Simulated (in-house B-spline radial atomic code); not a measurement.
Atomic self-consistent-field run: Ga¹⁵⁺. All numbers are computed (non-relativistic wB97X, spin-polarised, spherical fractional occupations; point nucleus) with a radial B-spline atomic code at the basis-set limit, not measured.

Command:
```bash
python run_scf.py task.json out
```
Settings:
```
Z                31
configuration    [Ne] 3s2 3p4
hamiltonian      nr
method           wb97x
spin_polarised   True
```

Output (hartree, bohr):
```
 radial grid: 41 intervals, B-splines of order 8, outer radius 4.3949 bohr

 iter        energy (Eh)    residual
    1       -1800.116537    2.31e+00
    2       -1813.054151    3.41e-01
    3       -1813.343956    1.43e-01
    4       -1813.395635    5.98e-02
    5       -1813.406533    9.85e-03
    6       -1813.406814    1.24e-04
    7       -1813.406814    7.39e-06
    8       -1813.406814    5.11e-07
    9       -1813.406814    5.19e-09

 total energy                     -1813.40681
 kinetic                            1812.9446
 electron-nucleus                  -4011.9358
 Hartree                             444.0968
 exact exchange                      -11.2129
 exchange-correlation                -47.2995

 orbital      occ     eigenvalue          <r>       <r^2>       <1/r>       <r^4>     <1/r^3>       r_max
 1s up      1.000      -391.7195    0.0494294  0.00327355     30.5052 2.72792e-05           -     0.03261
 1s down    1.000      -391.6422    0.0494212  0.00327243     30.5093 2.72621e-05           -     0.03261
 2s up      1.000       -65.1029     0.219633   0.0567156     6.73394   0.0055023           -      0.1851
 2s down    1.000       -65.0535     0.219479   0.0566058     6.73461  0.00546861           -      0.1852
 2p up      3.000       -59.9585      0.19047    0.044258     6.68725  0.00387652     854.131      0.1475
 2p down    3.000       -59.8690     0.190534   0.0442667       6.683  0.00386999     852.501      0.1477
 3s up      1.000       -21.6322     0.570354    0.369283     2.52109    0.200629           -      0.5294
 3s down    1.000       -21.3140     0.572798    0.372571     2.50713    0.204731           -      0.5303
 3p up      3.000       -19.8824     0.560402    0.361134     2.45216     0.19906     168.485      0.5146
 3p down    1.000       -19.2893     0.563619    0.365573     2.43884    0.204785     166.719      0.5159
```

Cost of the run: 0.21 s on 1 thread of Intel(R) Xeon(R) 6975P-C, with other jobs on the host.

Caution: exact exchange at fractional occupations of open shells leaves self-interaction of up to several eV.
